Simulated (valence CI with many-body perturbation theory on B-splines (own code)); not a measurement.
## Questions on Sm⁴¹⁺

Level of theory: relativistic CI+MBPT: three valence electrons over a frozen Dirac-Fock core [Ar], radial functions for each j: 7 s, 7 p, 8 d, 6 f, 4 g, 1 h, with the one-electron correlation potential Σ1, the two-electron term Σ2, the three-electron term Σ3, Breit, model QED; selected CI, second order for the rest, scaled by the run's own slope (own B-spline code, finite nucleus).

No measured spectrum was set against this ion. As an estimate, large intervals hold to a few tenths of a per cent, small ones and those within an open d or f shell to about a per cent. Only levels of the ground parity were solved; by the run's estimate the other parity begins above the list, which can be wrong where configurations are misplaced.

Levels are named by their leading jj configuration (3d3/2^4 stands for four electrons in 3d with j = 3/2), which in mixed levels can hold well under half, so a name can repeat and another be missing.

Rates and lifetimes use the calculated energies. Strong lines usually hold to 10 to 20 %, long lifetimes can be off by a factor of two.

What is the ground level?

(3d3/2^3) J=3/2, composition 53 % 3d3 4F + 34 % 3d3 2D + 9 % 3d3 2P, g = 0.662.

What is the ionisation energy?

3137.3 eV; NIST lists 3137 ± 4 eV (theoretical).

Name the longest-lived excited levels whose lifetime is computed, and their main decay.

(3d3/2^2 3d5/2) J=9/2 at 33.57 eV lives 260 ms, mostly by M1 to (3d3/2^2 3d5/2) J=7/2.

How well does LS coupling describe the low levels?

Among the lowest 19 levels the leading LS term, summed over configurations, holds 59 % on average. For single configurations the figures are 59 % in LS and 93 % in jj coupling. Terms mix most in the J = 3/2 level at 30.77 eV, where the leading one holds 40 %.
